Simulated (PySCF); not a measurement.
# Structure from 2D NMR

Compound of formula C₇H₁₀O₂. Correlations simulated from computed shifts and the bond graph:

HSQC (one-bond C–H):
```tsv
δH	δC
5.46	91.5
5.36	108.1
5.19	91.5
2.65	37.6
2.42	19.9
2.21	24.0
2.01	17.8
1.97	24.0
1.82	19.9
1.82	17.8
```

COSY cross peaks (H two or three bonds apart, from the bond graph; peaks can be absent where the dihedral angle is near 90°):
```tsv
δH	δH
5.46	5.19
5.36	2.65
2.65	2.42
2.65	2.21
2.65	1.97
2.65	1.82
2.42	2.01
2.42	1.82
2.42	1.82
2.21	2.01
2.21	1.97
2.21	1.82
2.01	1.97
2.01	1.82
2.01	1.82
1.97	1.82
1.82	1.82
```

HMBC (two and three bonds, from the bond graph):
```tsv
δH	δC
5.46	213.9, 108.1
5.36	213.9, 91.5, 37.6, 24.0, 19.9
5.19	213.9, 108.1
2.65	213.9, 108.1, 24.0, 19.9, 17.8
2.42	108.1, 37.6, 24.0, 17.8
2.21	108.1, 37.6, 19.9, 17.8
2.01	37.6, 24.0, 19.9
1.97	108.1, 37.6, 19.9, 17.8
1.82	108.1, 37.6, 24.0, 17.8
1.82	37.6, 24.0, 19.9
```

Carbons without hydrogens: δ 213.9.

Theory: geometry from GFN2-xTB, shielding tensors at PBE0/pcSseg-1 (GIAO), in PySCF 2.14 (non-relativistic, one computed conformer, in vacuum).

Scale: $^{1}$H, $^{13}$C vs TMS (reference shieldings calculated alike).

Exchangeable hydrogens are left out of these lists.

**Question.** Assemble the structure.

**Answer.** `O=C1CO[C@@H]1C1CCC1`.

Mapped SMILES: `[O:1]=[C:2]1[CH2:3][O:4][C@@H:5]1[CH:6]1[CH2:7][CH2:8][CH2:9]1`. Each H is labelled by its parent atom. Ha(C7), Ha(C8), Ha(C9) are cis to C5 on the ring; Ha(C3) is cis to C6 on the ring; Hb(C7), Hb(C8), Hb(C9) are trans to C5 on the ring; Hb(C3) is trans to C6 on the ring.

- δC 213.9 is C2, a ketone carbonyl carbon.
- δC 108.1 is C5, an sp3 CH bonded to O, α to a carbonyl (δH 5.36).
- δC 91.5 is C3, an sp3 CH2 bonded to O, α to a carbonyl (δH 5.19, 5.46).
- δC 37.6 is C6, an sp3 CH in a ring (δH 2.65).
- δC 24.0 is C7, an sp3 CH2 in a ring (δH 1.97, 2.21).
- δC 19.9 is C9, an sp3 CH2 in a ring (δH 1.82, 2.42).
- δC 17.8 is C8, an sp3 CH2 in a ring (δH 2.01, 1.82).
- HMBC from δH 5.46 reaches the proton-free carbon C2.
- HMBC from δH 5.36 reaches the proton-free carbon C2.
- HMBC from δH 5.19 reaches the proton-free carbon C2.
- HMBC from δH 2.65 reaches the proton-free carbon C2.
- COSY links 5.46–5.19, 5.36–2.65, 2.65–2.42, 2.65–2.21, 2.65–1.97, 2.65–1.82.

This is the structure that produced the data.

Shifts are as computed. Against solution values, carbons near 30 ppm lie about +3 ppm off and those near 130 ppm about +5 ppm. Of 1211 compounds with measured shifts, 218 miss one by over three times the rms of a fit or turn the order of signals round; such compounds aren't used in these exercises.
